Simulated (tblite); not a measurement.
Compound: C₅H₆ClOP.
Structure used (GFN2-xTB), in Å, numbered top down from 1:
```
atom  x, y, z in Å
C1    -1.769    0.711    0.465
C2    -0.996    0.087   -0.700
C3     0.410   -0.216   -0.304
O4     1.336    0.729   -0.496
C5     2.542    0.348   -0.062
P6     2.647   -1.212    0.624
C7     0.906   -1.342    0.289
Cl8   -0.060   -2.713    0.657
H9    -1.806    0.023    1.305
H10   -1.288    1.631    0.790
H11   -2.786    0.938    0.156
H12   -0.978    0.779   -1.543
H13   -1.483   -0.839   -1.008
H14    3.324    1.075   -0.196
```

Method: GFN2-xTB as coded in tblite; computed harmonic values from a numerical Hessian at the method's own geometry, unscaled. Errors from tens to a few hundred cm⁻¹ against measured bands are possible. One conformer, not necessarily the lowest.

Harmonic wavenumbers (cm⁻¹): 29.8, 112.5, 170.5, 203.3, 223.3, 314.2, 352.9, 427.5, 447.1, 568.0, 627.5, 688.5, 706.2, 811.0, 900.1, 948.5, 1009.8, 1027.9, 1074.8, 1081.1, 1147.1, 1227.2, 1270.2, 1294.8, 1326.0, 1405.8, 1453.6, 1493.8, 1497.2, 1523.0, 2993.1, 2995.4, 3041.5, 3046.4, 3048.6, 3121.4.

A = 1773, B = 1423, C = 845.6 MHz; mass 147.984 u (most abundant isotopes); point group C1, symmetry number 1.

**Question.** What is the zero-point energy?

**Answer.** ½Σν̃ = 21805 cm⁻¹ = 260.84 kJ/mol.

**Question.** Entropy at 400 K, 1 bar (ideal gas, RRHO, classical rotation)?

**Answer.** Translation 177.29, rotation 126.68, vibration 126.16: S = 430.1 J/(mol K).

**Question.** And Cp and H(400 K) − H(0)?

**Answer.** Cp = 161.98 J/(mol K), of which vibrations give 128.72 (their classical limit is 36 R = 299.3); H(400 K) − H(0) = 39.40 kJ/mol without the zero-point energy, 26.10 from vibrations.

**Question.** Blend soft modes into free rotors: weight 1/[1 + (100 cm⁻¹/ν̃)⁴] for the oscillator and the rest for a rotor with moment μB/(μ + B), μ = h/(8π²ν), B = 10⁻⁴⁴ kg m². What vibrational entropy results?

**Answer.** 116.10 J/(mol K) in place of 126.16, which changes −T·S at 400 K by +4.02 kJ/mol.

**Question.** How do the functions run with temperature in this model?

**Answer.** 
```
 T (K)  S (J/(mol K))  Cp (J/(mol K))  H − H(0) (kJ/mol)  G − H(0) (kJ/mol)  ln q(vib)
   150          315.6            83.1               8.59             -38.74       2.43
   250          365.5           115.4              18.52             -72.87       4.38
298.15          387.2           131.0              24.45             -91.00       5.33
   600          505.3           208.5              76.77            -226.38      11.20
   900          598.6           250.8             146.28            -392.48      16.65
```

q(vib) and H(0) count from the zero-point level.

**Question.** What must be added to the electronic energy to get the Gibbs energy at 400 K and 1 bar?

**Answer.** ZPE + [H(400 K) − H(0)] − T·S = 260.84 + 39.40 − 172.05 = 128.19 kJ/mol.

Hindered rotation and anharmonicity are outside this model. Other conformers, if any are populated, would add a mixing term that is left out. The structure is chiral; the term R ln 2 for an equal mix with its mirror image is left out.
